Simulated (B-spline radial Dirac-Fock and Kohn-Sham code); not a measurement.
# K-line shifts caused by a second vacancy in Sn

System: atomic tin in the configuration 1s2 2s2 2p6 3s2 3p6 3d10 4s2 4p6 4d10 5s2 5p2.

Model: Dirac-Fock ΔSCF + Breit + QED. Program: a B-spline atomic structure program. Each two-hole energy is an average over J within one jj subconfiguration, not an observable level; in light atoms, where LS coupling holds, the j-resolved values are not observed lines, and for a K spectator the Kα1 hypersatellite is nearly forbidden. Electron correlation is not included.

Lines without a spectator: Kα2 (K-L2) 25042.0 eV, Kα1 (K-L3) 25269.5 eV, Kβ3 (K-M2) 28439.5 eV, Kβ1 (K-M3) 28482.0 eV. Shifts in eV with one spectator hole (a dash: not computed, or left out as unreliable):

```tsv
spectator hole	Kα2	Kα1	Kβ3	Kβ1
K (1s)	+576.5	+595.0	+735.5	+739.4
L2 (2p1/2)	+63.6	+80.4	–	+169.7
L3 (2p3/2)	+62.0	+62.3	+149.8	–
M2 (3p1/2)	–	+9.25	+20.58	+25.04
M3 (3p3/2)	+6.78	–	+21.15	+20.60
M4 (3d3/2)	+1.18	-1.47	–	–
M5 (3d5/2)	-1.96	-0.01	–	–
```
